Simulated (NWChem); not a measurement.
The numbers come from NWChem runs, not from measurements. System: silylarsine (H5AsSi), charge 0, spin multiplicity 1, at a geometry optimised with B3LYP/def2-SVP. Level: evGW0@PBE/def2-TZVP, RI basis def2-tzvp-rifit, 6 cycles.

The NWChem input:

```
start mol
memory heap 200 mb stack 700 mb global 1700 mb
geometry units angstroms nocenter noautoz
  Si     1.556857    -0.299920     0.000000
  As    -0.782922     0.210597     0.000000
  H      2.168629     0.316780     1.213199
  H      2.168629     0.316780    -1.213199
  H      1.847284    -1.763346     0.000000
  H     -1.072058    -0.810518     1.103552
  H     -1.072058    -0.810518    -1.103552
  symmetry group Cs
end
basis spherical
  * library def2-tzvp
end
basis "ri basis" bse spherical
  * library def2-tzvp-rifit
end
dft
  xc xpbe96 cpbe96
  iterations 100
  direct
  tolerances tight
end
task dft energy
gw
  evgw0 6
  states alpha occ -1 vir -1
end
task dft gw
```

NWChem printed:

```
             Northwest Computational Chemistry Package (NWChem) 7.3.0
             --------------------------------------------------------

                                NWChem Input Module
                                -------------------

 Scaling coordinates for geometry "geometry" by  1.889725989
 (inverse scale =  0.529177249)

 Turning off AUTOSYM since
 SYMMETRY directive was detected!

                             Geometry "geometry" -> ""
                             -------------------------

 Output coordinates in angstroms (scale by  1.889725989 to convert to a.u.)

  No.       Tag          Charge          X              Y              Z
 ---- ---------------- ---------- -------------- -------------- --------------
    1 Si                  14.0000     1.55685700    -0.29992000     0.00000000
    2 As                  33.0000    -0.78292200     0.21059700     0.00000000
    3 H                    1.0000     2.16862900     0.31678000     1.21319900
    4 H                    1.0000     2.16862900     0.31678000    -1.21319900
    5 H                    1.0000     1.84728400    -1.76334600     0.00000000
    6 H                    1.0000    -1.07205800    -0.81051800     1.10355200
    7 H                    1.0000    -1.07205800    -0.81051800    -1.10355200

 Effective nuclear repulsion energy (a.u.)     162.9399506602

            Nuclear Dipole moment (a.u.)
            ----------------------------
        X                 Y               Z
 ---------------- ---------------- ----------------
    -0.0000037795    -0.0000018897     0.0000000000

      Symmetry information
      --------------------

 Group name             Cs
 Group number              2
 Group order               2
 No. of unique centers     5

      Symmetry unique atoms

     1    2    3    5    6


 Summary of "ao basis" -> "" (spherical)
 ------------------------------------------------------------------------------
       Tag                 Description            Shells   Functions and Types
 ---------------- ------------------------------  ------  ---------------------
 *                         def2-tzvp                  on all atoms

 new library libraries.bse/

 Summary of "ri basis" -> "" (spherical)
 ------------------------------------------------------------------------------
       Tag                 Description            Shells   Functions and Types
 ---------------- ------------------------------  ------  ---------------------
 *                      def2-tzvp-rifit               on all atoms

  pbe96 is a nonlocal functional; adding pw91lda local functional.

                                 NWChem DFT Module
                                 -----------------

 Summary of "ao basis" -> "ao basis" (spherical)
 ------------------------------------------------------------------------------
       Tag                 Description            Shells   Functions and Types
 ---------------- ------------------------------  ------  ---------------------
 Si                        def2-tzvp                13       37   5s5p2d1f
 As                        def2-tzvp                16       48   6s5p4d1f
 H                         def2-tzvp                 4        6   3s1p

 Summary of "ao basis" -> "ao basis" (spherical)
 ------------------------------------------------------------------------------
       Tag                 Description            Shells   Functions and Types
 ---------------- ------------------------------  ------  ---------------------
[...]
@GW        99         72.226           0.000
@GW       100         74.773           0.000
@GW       101         80.069           0.000
@GW       102         81.293           0.000
@GW       103         81.890           0.000
@GW       104         81.991           0.000
@GW       105         86.441           0.000
@GW       106         92.818           0.000
@GW       107         94.454           0.000
@GW       108         94.314           0.000
@GW       109        101.743           0.000
@GW       110        103.917           0.000
@GW       111        176.069           0.000
@GW       112        178.207           0.000
@GW       113        178.372           0.000
@GW       114        182.053           0.000
@GW       115        291.598           0.000

  *** G5W0

          Solving quasiparticle equations

                  Alpha Orbitals
          State     Energy (eV)     Error (eV)
          -----------------------------------
@GW         1     -11572.647           0.000
@GW         2      -1822.899           0.000
@GW         3      -1487.910           0.000
@GW         4      -1320.422           0.000
@GW         5      -1333.113           0.000
@GW         6      -1322.939           0.000
@GW         7       -206.086           0.000
@GW         8       -158.560           0.000
@GW         9       -150.109           0.000
@GW        10       -150.168           0.000
@GW        11       -150.195           0.000
@GW        12       -105.998           0.000
@GW        13       -105.963           0.000
@GW        14       -105.947           0.000
@GW        15        -47.889           0.000
@GW        16        -47.878           0.000
@GW        17        -47.796           0.000
@GW        18        -47.797           0.000
@GW        19        -47.752           0.000
@GW        20        -18.650           0.000
@GW        21        -16.393           0.000
@GW        22        -12.752           0.000
@GW        23        -12.249           0.000
@GW        24        -11.865           0.000
@GW        25        -10.862           0.000
@GW        26         -9.357           0.000
@GW        27          2.088           0.000
@GW        28          2.526           0.000
@GW        29          2.371           0.000
@GW        30          3.128           0.000
@GW        31          3.211           0.000
@GW        32          4.079           0.000
@GW        33          5.728           0.000
@GW        34          6.505           0.000
@GW        35          6.313           0.000
@GW        36          6.777           0.000
@GW        37          7.166           0.000
@GW        38          8.296           0.000
@GW        39          7.670           0.000
@GW        40          8.731           0.000
@GW        41          9.431           0.000
@GW        42         10.318           0.000
@GW        43         10.530           0.000
@GW        44         10.716           0.000
@GW        45         12.177           0.000
@GW        46         12.527           0.000
@GW        47         13.046           0.000
@GW        48         13.449           0.000
@GW        49         14.121           0.000
@GW        50         16.143           0.000
@GW        51         16.232           0.000
@GW        52         16.791           0.000
@GW        53         17.931           0.000
@GW        54         18.723           0.000
@GW        55         21.560           0.000
@GW        56         28.896           0.000
@GW        57         29.403           0.000
@GW        58         29.294           0.000
@GW        59         29.036           0.000
@GW        60         31.153           0.000
@GW        61         31.793           0.000
@GW        62         32.389           0.000
@GW        63         32.758           0.000
@GW        64         32.833           0.000
@GW        65         32.736           0.000
@GW        66         33.384           0.000
@GW        67         34.304           0.000
@GW        68         34.745           0.000
@GW        69         36.208           0.000
@GW        70         36.230           0.000
@GW        71         36.562           0.000
@GW        72         37.398           0.000
@GW        73         38.865           0.000
@GW        74         39.916           0.000
@GW        75         40.177           0.000
@GW        76         39.955           0.000
@GW        77         41.524           0.000
@GW        78         41.552           0.000
@GW        79         43.638           0.000
@GW        80         46.481           0.000
@GW        81         47.154           0.000
@GW        82         49.800           0.000
@GW        83         51.669           0.000
@GW        84         56.084           0.000
@GW        85         56.136           0.000
@GW        86         56.289           0.000
@GW        87         57.181           0.000
@GW        88         57.731           0.000
@GW        89         58.388           0.000
@GW        90         59.948           0.000
@GW        91         60.580           0.000
@GW        92         60.756           0.000
@GW        93         66.307           0.000
@GW        94         67.635           0.000
@GW        95         67.578           0.000
@GW        96         69.243           0.000
@GW        97         69.197           0.000
@GW        98         71.069           0.000
@GW        99         72.225           0.000
@GW       100         74.777           0.000
@GW       101         80.064           0.000
@GW       102         81.313           0.000
@GW       103         81.898           0.000
@GW       104         82.002           0.000
@GW       105         86.442           0.000
@GW       106         92.807           0.000
@GW       107         94.459           0.000
@GW       108         94.313           0.000
@GW       109        101.741           0.000
@GW       110        103.916           0.000
@GW       111        176.080           0.000
@GW       112        178.208           0.000
@GW       113        178.372           0.000
@GW       114        182.055           0.000
@GW       115        291.600           0.000

     GW Timing Statistics
   ------------------------
   Init.   :          0.2s
     ERIs  :          2.1s
     Distr.:          0.1s
     Vxc   :          0.6s
   Sigma_x :          0.0s
   RPA     :          6.4s
   Wmn     :          4.6s
   Sigma_c :          3.7s
   GW total:         17.8s

 Task  times  cpu:       17.8s     wall:       17.8s

 Total times  cpu:       37.7s     wall:       37.7s
```
